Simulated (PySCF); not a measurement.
HfOF, SMILES [O]=[Hf][F] (connectivity only; charge and spin as stated), neutral, multiplicity 2. Coordinates come from a PBE-D3(BJ)/def2-TZVP optimisation. The multiplicity is an assumed one; other spin states were not compared. The def2 effective core potentials stand for the cores of Hf; spin–orbit coupling is left out.

These are PBE-D3(BJ)/def2-TZVP run with PySCF values and carry that method's errors.

Harmonic wavenumbers (cm⁻¹): 216, 615, 913. Rotational constants (GHz): 15.20, 6.388, 4.498; symmetry number 1.

Q: Work out the zero-point energy and the ideal-gas rigid-rotor harmonic-oscillator thermochemistry at 298.15 K and 1 atm.

A: ZPE = ½ Σ hcν = ½ × 1744 cm⁻¹ = 2.49 kcal/mol. H − E(el) = 5.33 kcal/mol. Entropy in cal/(mol K): translation 41.98, rotation 24.11, vibration 2.55, spin 1.38, total 70.02. G − E(el) = -15.55 kcal/mol. Cp = 11.25 cal/(mol K).
